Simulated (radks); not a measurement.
Species: neutral selenium. Configuration: [Ar] 3d10 4s2 4p4.

All-electron calculation, Dirac Kohn-Sham, PBE, spin-unpolarised, spherical densities, point nucleus; open shells fill j = l - 1/2 first. Program: a radial shooting solver on a logarithmic mesh with Libxc functionals.

Energy parts (hartree):
| part | energy |
|---|---|
| total | -2430.12024 |
| kinetic | 2488.39342 |
| electron-nucleus | -5867.65321 |
| Hartree | 1037.04432 |
| exchange-correlation | -87.90476 |

Orbitals (lengths in bohr, moments of r in powers of bohr; r(90%) holds 90 % of the orbital's charge):
\begin{tabular}{lrrrrrr}
orbital & occ. & eigenvalue (hartree) & <r> & <1/r> & <r^2> & r(90%) \\ \hline
1s1/2 & 2 & -459.3987 & 0.04408 & 34.56 & 0.002616 & 0.0788 \\
2s1/2 & 2 & -59.03273 & 0.1957 & 7.685 & 0.04521 & 0.303 \\
2p1/2 & 2 & -52.95633 & 0.1685 & 7.650 & 0.03486 & 0.276 \\
2p3/2 & 4 & -51.42167 & 0.1723 & 7.414 & 0.03632 & 0.281 \\
3s1/2 & 2 & -7.83981 & 0.5739 & 2.499 & 0.3794 & 0.856 \\
3p1/2 & 2 & -5.76212 & 0.5824 & 2.378 & 0.3982 & 0.892 \\
3p3/2 & 4 & -5.54631 & 0.5930 & 2.321 & 0.4126 & 0.908 \\
3d3/2 & 4 & -1.96768 & 0.6281 & 2.040 & 0.4939 & 1.04 \\
3d5/2 & 6 & -1.93481 & 0.6325 & 2.025 & 0.5008 & 1.05 \\
4s1/2 & 2 & -0.63303 & 1.797 & 0.7380 & 3.713 & 2.69 \\
4p1/2 & 2 & -0.24697 & 2.271 & 0.5819 & 6.108 & 3.54 \\
4p3/2 & 2 & -0.23322 & 2.323 & 0.5680 & 6.395 & 3.62 \\
\end{tabular}

The highest occupied level is 4p3/2 at -6.346 eV. Summed over all electrons, <r^2> = 40.93 bohr^2, which gives a Langevin (diamagnetic) susceptibility term of -32.4 x 10^-6 cm^3/mol.
